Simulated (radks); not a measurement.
The numbers below are computed, except where a source is named.
Ionisation of Br+, [Ar] 3d10 4s2 4p4, to Br2+, [Ar] 3d10 4s2 4p3, under several functionals. Dirac Kohn-Sham, spin-unpolarised, spherical densities, point nucleus; open shells are shared between the two j in proportion to 2j + 1; a radial shooting solver on a logarithmic mesh with Libxc functionals.

functional,E(Br+) (hartree),Exc (hartree),IE (eV),-e(HOMO) (eV),<r> HOMO (bohr),IE error (eV)
BP86,-2606.80528,-92.55855,22.888,17.395,1.970,+1.297
PBEsol,-2604.40581,-90.11936,22.778,17.287,1.971,+1.187
revPBE,-2606.30413,-92.05149,22.728,17.248,1.973,+1.137
Wu-Cohen GGA,-2605.60531,-91.34260,22.801,17.300,1.969,+1.210
OLYP,-2607.23101,-93.05723,22.709,17.220,1.971,+1.118
PW91,-2606.66931,-92.42318,22.838,17.346,1.973,+1.247
RPBE,-2606.37016,-92.11808,22.728,17.251,1.975,+1.137
AM05,-2603.00538,-88.69964,22.753,17.259,1.969,+1.162
exchange-only B88,-2604.90840,-90.62999,21.746,16.281,1.989,+0.155

NIST Atomic Spectra Database: 21.591 eV (measured). Closest: exchange-only B88. The Delta-SCF values span 1.14 eV, the total energies 4.23 hartree. The highest occupied level is 4p3/2. Spin polarisation and multiplet splitting are left out, so open shells lie too high by an amount that depends on their filling. Sharing an open shell by 2j + 1 raises it above the true ground level by a part of the spin-orbit splitting, which enters the differences from NIST.

Beside tabulated values, note that spin-unpolarised runs miss the spin-polarisation part of the exchange energy of open shells.
